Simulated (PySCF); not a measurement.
Vertical excitations of a molecule C₄H₄Cl₂ from TDA-PBE/def2-SVPD run with PySCF, as energy in eV (oscillator strength): 4.46 (0.003), 5.10 (0.003), 5.19 (0.000), 5.50 (0.007), 5.53 (0.036), 5.71 (0.022), 5.74 (0.082), 5.85 (0.038), 6.22 (0.001), 6.29 (0.033). Lowest triplet (TDA): 3.96 eV. Coordinates come from a B3LYP-D3(BJ)/def2-SVP optimisation. The values are those of a single conformer.

Question: Pick the molecule that these values belong to.
A. C=C=CC(Cl)Cl
B. CC=C=C(Cl)Cl
C. CC(Cl)=C=CCl
D. C=C=C(Cl)CCl

Answer: D, C=C=C(Cl)CCl
